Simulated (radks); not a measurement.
Values are calculated unless marked as measured or tabulated.
Species: Bi. Configuration: [Xe] 4f14 5d10 6s1 6p3 7p1 (not the ground configuration).

Code: a radial shooting solver on a logarithmic mesh with Libxc functionals. Model: scalar-relativistic Kohn-Sham, SCAN, spin-unpolarised, spherical densities, finite nucleus; meta-GGA in the generalised Kohn-Sham scheme; Fermi nuclear charge, rms radius 5.5211 fm.

Energy parts (hartree):
part                       energy
total                 -21526.9391
kinetic                24400.1957
electron-nucleus      -53774.8426
Hartree                 8243.4935
exchange-correlation    -395.7856

Orbitals (lengths in bohr, moments of r in powers of bohr):
| orbital | occ. | eigenvalue (hartree) | <r^4> |
|---|---|---|---|
| 1s | 2 | -3334.291 | 3.333e-07 |
| 2s | 2 | -600.4322 | 0.00004777 |
| 2p | 6 | -513.6592 | 0.00004001 |
| 3s | 2 | -145.6315 | 0.001706 |
| 3p | 6 | -120.7079 | 0.001919 |
| 3d | 10 | -95.58180 | 0.001479 |
| 4s | 2 | -33.87278 | 0.03689 |
| 4p | 6 | -25.67026 | 0.04964 |
| 4d | 10 | -16.24701 | 0.06647 |
| 5s | 2 | -6.14901 | 0.8646 |
| 4f | 14 | -5.91279 | 0.1043 |
| 5p | 6 | -3.85075 | 1.517 |
| 5d | 10 | -1.25716 | 5.099 |
| 6s | 1 | -0.75391 | 37.54 |
| 6p | 3 | -0.33747 | 116.1 |
| 7p | 1 | -0.04153 | 12940 |

The highest occupied level is 7p at -1.130 eV. The electron density at the nucleus is 3.212e+06 e/bohr^3 (large components only). Summed over all electrons, <r^2> = 157.3 bohr^2, which gives a Langevin (diamagnetic) susceptibility term of -125 x 10^-6 cm^3/mol.
